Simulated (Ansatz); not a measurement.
AlH3OS2 (`[OH][Al]([SH])[SH]`), 7 atoms. Charge 0, multiplicity 1. All runs use 2 threads of a server CPU on a shared host. Correlated methods freeze the cores.

Question: Give the basis size and wall time and peak host memory of each of these runs in Ansatz. RKS ωB97M-V/def2-SVP energy; RKS BLYP-D4/def2-TZVPP energy; direct RPA on PBE orbitals/def2-TZVPP energy; RKS ωB97M-V/def2-QZVPP energy; RKS revPBE-D4/def2-TZVPP energy; RHF-MP2/def2-QZVPP energy; RKS PBE0-D4/def2-SVP energy; RKS HSE06-D4/def2-TZVPP energy; RKS PBE0-D4/def2-TZVP relaxation (11 steps); RKS CAM-B3LYP-D4/def2-TZVPP energy; RHF-CCSD(T)/def2-TZVPP energy; RHF-CCSD(T)/def2-SVP energy. (An estimate is asked.)

Answer: The calculation gave: Other jobs shared the machine, so times are rough.

```
                                level                    job  functions  wall time  peak host memory (GiB)
                 RKS PBE0-D4/def2-SVP                 energy         83        1 s                    0.17
             RKS revPBE-D4/def2-TZVPP                 energy        199        2 s                    0.25
                 RHF-CCSD(T)/def2-SVP                 energy         83      2.2 s                    0.23
               RKS BLYP-D4/def2-TZVPP                 energy        199      2.3 s                    0.26
              RKS HSE06-D4/def2-TZVPP                 energy        199      3.5 s                    0.49
          RKS CAM-B3LYP-D4/def2-TZVPP                 energy        199      3.6 s                    0.51
direct RPA on PBE orbitals/def2-TZVPP                 energy        199      3.7 s                    0.36
                 RKS ωB97M-V/def2-SVP                 energy         83      4.1 s                    0.25
                   RHF-MP2/def2-QZVPP                 energy        357       13 s                     1.4
               RKS ωB97M-V/def2-QZVPP                 energy        357       17 s                     1.3
                RKS PBE0-D4/def2-TZVP  relaxation (11 steps)        160       39 s                     0.4
               RHF-CCSD(T)/def2-TZVPP                 energy        199       50 s                     2.1
```

HSE06 is defined as in plane-wave codes.
